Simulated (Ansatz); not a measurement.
A run for Ansatz (a first-principles code): U-PBE/cc-pV(T+d)Z on H3NSi (SMILES N[SiH]), a point of a bond scan (R = 1.110 Å). Files ending in .json are basis or fitting sets from the Basis Set Exchange.

Ansatz 0.2 input:
```yaml
crystal:
  periodic: [false, false, false]
  atoms:
    - {symbol: Si, position_ang: [-0.24474767, 0.39103857, 0.50999719]}
    - {symbol: H, position_ang: [-0.58600086, 1.47385990, -0.51531157]}
    - {symbol: N, position_ang: [0.39778231, -0.68955254, -0.65444502]}
    - {symbol: H, position_ang: [0.46967269, -0.51227705, -1.74783325]}
    - {symbol: H, position_ang: [0.76485489, -1.59313906, -0.39509969]}
basis:
  gaussian:
    orbitals: cc-pV_T+d_Z.json
hamiltonian:
  xc: {name: PBE}
magnetization: {spin_polarized: true, initial_magnetization: 0}
```

The log:

```
WARN ansatz: RAYON_NUM_THREADS=1 ignored (pool sized by the plan → 1); use --threads N
Functional definition: PBE
integrals: 0.03 GiB planned
653 factors; their error is unknown
mean field: 0.32 GiB planned
mean field evaluation 1: about -9401.8338 eV, gradient 4.8e1 eV
mean field evaluation 2: about -9350.9799 eV, gradient 9.5e1 eV
mean field evaluation 4: about -9410.5479 eV, gradient 6.2e0 eV
mean field evaluation 8: about -9410.8030 eV, gradient 1.1e-1 eV
mean field evaluation 16: about -9410.7920 eV, gradient 4.7e-5 eV
mean field -9410.79197431 eV, -345.8402261919 hartree, gradient 4.7e-5 eV, S^2 0.000000; 1 other end points of the search recorded, 0 dependent functions left out
reference -9410.79200271 eV, -345.8402272357 hartree; 12, 12 occupied and 99, 99 virtual orbitals, 653 factors
Total energy: -9410.79200271 eV, -345.8402272357 hartree
```

Self-consistency was reached.

Cost: about 2.0 core-seconds (a rough figure).
